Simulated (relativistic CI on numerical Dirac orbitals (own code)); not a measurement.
# Pt LXXVI: computed level list

These numbers are calculated, not measured: Dirac-Coulomb-Breit CI, orbitals from a KLI potential per configuration, QED by a radiative potential, unscaled Slater integrals (own radial code, finite nucleus).

Configurations in the expansion (outside the closed core 1s2): 2s, 2p, 3s, 3p, 3d, 4s, 4p, 4d, 4f, 5s, 5p, 5d, 5f, 5g, 6s, 6p, 6d. Levels of other configurations are missing.

The lowest level is 2s 2S_1/2, with 100 % of that term; Hund's rules for 2s give 2S with J = 1/2, in agreement.

```csv
No.,Configuration,Term,J,E (eV),%,Landé g
1,2s,2S,1/2,0.0,100,1.944
2,2p,2P°,1/2,212.6,100,0.608
3,2p,2P°,3/2,2126.0,100,1.292
4,3s,2S,1/2,12598.2,100,1.977
5,3p,2P°,1/2,12655.1,100,0.641
6,3p,2P°,3/2,13226.0,100,1.315
7,3d,2D,3/2,13238.2,100,0.781
8,3d,2D,5/2,13396.1,100,1.183
9,4s,2S,1/2,16902.0,100,1.988
10,4p,2P°,1/2,16924.9,100,0.652
11,4p,2P°,3/2,17163.9,100,1.324
12,4d,2D,3/2,17169.1,100,0.789
13,4d,2D,5/2,17236.2,100,1.190
14,4f,2F°,5/2,17236.3,100,0.847
15,4f,2F°,7/2,17268.6,100,1.133
16,5s,2S,1/2,18854.6,100,1.993
17,5p,2P°,1/2,18866.0,100,0.657
18,5p,2P°,3/2,18987.4,100,1.327
19,5d,2D,3/2,18990.1,100,0.793
20,5d,2D,5/2,19024.4,100,1.194
21,5f,2F°,5/2,19024.5,100,0.850
22,5g,2G,7/2,19041.1,100,0.882
23,5f,2F°,7/2,19041.1,100,1.137
24,5g,2G,9/2,19050.9,100,1.105
25,6s,2S,1/2,19899.6,100,1.996
26,6p,2P°,1/2,19906.1,100,0.660
27,6p,2P°,3/2,19975.9,100,1.329
28,6d,2D,3/2,19977.5,100,0.795
29,6d,2D,5/2,19997.3,100,1.196
```

Energies count from the lowest computed level; ° marks odd parity.

The mean weight of the leading LS term, summed over parents, in these 29 levels is 100 %, and that of the leading jj configuration (from the same eigenvectors) 100 %.

At this charge energies of transitions that change n are usually good to better than 1 %, and those within a shell (Δn = 0) to a few per cent.
